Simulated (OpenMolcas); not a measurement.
## How basis sets differ on SiCNCl2F (SMILES N#C[Si](F)(Cl)Cl)

The species is SiCNCl2F (6 atoms), meant as a singlet with charge 0. As SMILES, `N#C[Si](F)(Cl)Cl`. The coordinates come from a PBE0-D4/def2-TZVP relaxation.

| atom | x (Å) | y (Å) | z (Å) |
| --- | --- | --- | --- |
| N | 1.7526 | -1.3610 | 1.1142 |
| C | 0.9231 | -0.7633 | 0.5859 |
| Si | -0.3819 | 0.2103 | -0.2494 |
| F | -1.4715 | -0.8019 | -0.7588 |
| Cl | 0.4229 | 1.1771 | -1.8125 |
| Cl | -1.2031 | 1.4747 | 1.0743 |

Each level gives the dipole moment (D). The values are calculated.

```json
{"level": "HF/ANO-R0 (sfX2C)", "kind": "Hartree–Fock", "program": "OpenMolcas", "value (D)": "1.18"}
{"level": "HF/ANO-RCC-MB (DKH2)", "kind": "Hartree–Fock", "program": "OpenMolcas", "value (D)": "0.90"}
{"level": "HF/STO-3G", "kind": "Hartree–Fock", "program": "OpenMolcas", "value (D)": "1.51"}
{"level": "HF/3-21G", "kind": "Hartree–Fock", "program": "OpenMolcas", "value (D)": "0.85"}
{"level": "HF/cc-pVDZ", "kind": "Hartree–Fock", "program": "OpenMolcas", "value (D)": "2.09"}
```

The values span 0.85 to 2.09 D. Magnitudes only. Sets without polarisation functions give poor dipoles.
